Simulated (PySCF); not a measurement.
3,3-dimethyl-2-pentanone, C₇H₁₄O.
Atom-mapped SMILES: `[CH3:1][CH2:2][C:3]([CH3:4])([CH3:5])[C:6]([CH3:7])=[O:8]` (hydrogens: H9, H10, H11 on C1; H12, H13 on C2; H14, H15, H16 on C4; H17, H18, H19 on C5; H20, H21, H22 on C7)

Method: PBE0-D3(BJ)/def2-SVP geometry optimisation, gas phase in PySCF; density fitting, grid level 2; the optimiser is geomeTRIC in internal coordinates, started from a GFN2-xTB structure.

Geometry at step 0:
```
atom  x, y, z in Å
C1     -1.7147   -1.4013    0.0206
C2     -1.0441   -0.2564   -0.7296
C3     -0.0022    0.5173    0.1052
C4     -0.6840    1.2590    1.2579
C5      0.7006    1.5384   -0.7984
C6      1.0195   -0.4669    0.6813
C7      1.9636   -1.1181   -0.3003
O8      1.0834   -0.7072    1.8607
H9     -0.9764   -2.1126    0.3839
H10    -2.2790   -1.0323    0.8720
H11    -2.4023   -1.9252   -0.6399
H12    -0.5627   -0.6535   -1.6261
H13    -1.8059    0.4535   -1.0605
H14    -1.5045    1.8683    0.8862
H15    -1.0661    0.5567    1.9927
H16     0.0321    1.9053    1.7600
H17     1.5066    2.0345   -0.2614
H18    -0.0145    2.2963   -1.1117
H19     1.1093    1.0704   -1.6902
H20     1.4579   -1.4170   -1.2129
H21     2.7457   -0.4061   -0.5574
H22     2.4272   -1.9836    0.1671
```

Question: What forces act on the atoms?

Answer: 
```tsv
atom	Fx (eV/Å)	Fy (eV/Å)	Fz (eV/Å)
C1	0.200	0.467	-0.436
C2	0.117	-0.363	0.614
C3	-0.242	0.393	0.086
C4	0.281	-0.403	-0.366
C5	-0.200	-0.423	0.327
C6	0.045	0.062	-0.325
C7	-0.193	-0.034	0.448
O8	-0.006	-0.043	0.215
H9	0.219	-0.364	0.187
H10	-0.246	0.082	0.405
H11	-0.285	-0.263	-0.190
H12	0.128	-0.057	-0.351
H13	-0.161	0.270	-0.192
H14	-0.324	0.277	-0.173
H15	-0.148	-0.206	0.335
H16	0.237	0.250	0.264
H17	0.345	0.261	0.168
H18	-0.264	0.311	-0.157
H19	0.201	-0.140	-0.401
H20	-0.171	-0.085	-0.452
H21	0.314	0.273	-0.180
H22	0.152	-0.264	0.173
```

The largest, 0.72 eV/Å, acts on C2; the rms over all components is 0.275 eV/Å. The forces sum to zero within rounding, as they must for an isolated molecule in no field.

Question: Give the force on C2 in Eh/bohr and in nN.

Answer: 0.722 eV/Å ÷ 51.422 = 0.01405 Eh/bohr, and 0.722 eV/Å × 1.602 = 1.16 nN.

Question: How far is this geometry from the end of the optimisation?

Answer: 0.057 eV above it, and 0.045 Å rms away after alignment. The bonds farthest from their final lengths, with half the difference of the two atoms' forces along the bond (positive lengthens):

```json
{"bond": "C7–H20", "now (Å)": "1.085", "final (Å)": "1.099", "force along bond (eV/Å)": "+0.38"}
{"bond": "C1–H10", "now (Å)": "1.086", "final (Å)": "1.100", "force along bond (eV/Å)": "+0.38"}
{"bond": "C1–H9", "now (Å)": "1.088", "final (Å)": "1.101", "force along bond (eV/Å)": "+0.38"}
{"bond": "C4–H14", "now (Å)": "1.087", "final (Å)": "1.101", "force along bond (eV/Å)": "+0.39"}
{"bond": "C5–H19", "now (Å)": "1.087", "final (Å)": "1.100", "force along bond (eV/Å)": "+0.31"}
{"bond": "C7–H21", "now (Å)": "1.088", "final (Å)": "1.102", "force along bond (eV/Å)": "+0.36"}
```

The angle farthest from its final value is H12–C2–H13, 107.2° against 105.4°.

Of the 6 listed bonds off by 0.010 Å or more, this force points towards the final length in 6.

What follows is the cost of the whole optimisation. Hardware: one thread of an Arm Neoverse V2, shared host with 48 logical CPUs at a one-minute load of 26. Cost: 82 s of wall time, 0.84 GiB resident at most.
